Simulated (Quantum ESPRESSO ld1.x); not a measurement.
Task: I2+, 51 electrons, occupied as [Kr] 4d8 5s2 5p5 (not the ground configuration). All-electron calculation, scalar-relativistic Kohn-Sham, LDA (Slater exchange, Perdew-Zunger correlation), spin-unpolarised, spherical densities, point nucleus. Program: ld1.x of Quantum ESPRESSO 7.5. Some entries of the table are withheld. Estimate them.

orbital  occ.  eigenvalue (hartree)  <1/r> (bohr^-1)  r(max) (bohr)
1s          2            -1212.3283            56.78        0.01756
2s          2             -188.6525              (1)            (2)
2p          6             -169.5725              (3)        0.07950
3s          2              -39.2369            4.663            (4)
3p          6              -33.0543            4.436         0.2795
3d         10              -23.7775            4.201            (5)
4s          2               -7.9730            1.911            (6)
4p          6               -6.0055            1.758         0.7098
4d          8               -3.1146            1.497         0.7648
5s          2               -1.5088           0.7456          1.595
5p          5               -1.0332           0.6348          1.812

Result: 
(1) 2s <1/r> (bohr^-1): 13.01
(2) 2s r(max) (bohr): 0.09921
(3) 2p <1/r> (bohr^-1): 12.45
(4) 3s r(max) (bohr): 0.2859
(5) 3d r(max) (bohr): 0.2314
(6) 4s r(max) (bohr): 0.6772
